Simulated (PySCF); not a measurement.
Delta-SCF ions had no search for a lower state. Excitations are Tamm–Dancoff values on a coarser integration grid. The basis has no diffuse functions, so Rydberg states are missing or too high.

## C₁₀H₁₀Si, SMILES `[SiH3]c1ccc2cccc-2cc1` (charge 0, multiplicity 1)

Method: PBE0-D3(BJ)/def2-TZVP // PBE0-D3(BJ)/def2-SVP (PySCF).

The HOMO is -5.83 eV, the dipole moment comes out as 0.07 D and the HOMO–LUMO gap is 3.47 eV. The LUMO is -2.36 eV. The S1 excitation (TDA) is 2.40 eV. The S1 oscillator strength comes out as 0.012, the T1 excitation (TDA) comes out as 1.89 eV and the S1–T1 gap (TDA) comes out as 0.51 eV. The vertical ionisation energy (Delta-SCF) is 7.34 eV, the total energy is -18397.59 eV and the cost is around 23 core-minutes (rough).

```xyz
21

Si     3.6193     0.2830    -0.0464
C      1.7368     0.1138    -0.0211
C      1.2067    -1.1755    -0.1726
C     -0.1276    -1.5938    -0.1973
C     -1.2893    -0.8424    -0.0776
C     -2.6039    -1.3384    -0.1121
C     -3.4853    -0.2597     0.0430
C     -2.7606     0.9367     0.1786
C     -1.3933     0.6343     0.1112
C     -0.3447     1.5449     0.2041
C      1.0297     1.3174     0.1464
H      4.0475     1.1467    -1.1900
H      4.2475    -1.0646    -0.1839
H      4.0977     0.9281     1.2151
H      1.9365    -1.9831    -0.2900
H     -0.2817    -2.6707    -0.3299
H     -2.8768    -2.3858    -0.2386
H     -4.5739    -0.3370     0.0565
H     -3.1777     1.9344     0.3136
H     -0.6468     2.5891     0.3425
H      1.6398     2.2227     0.2485
```
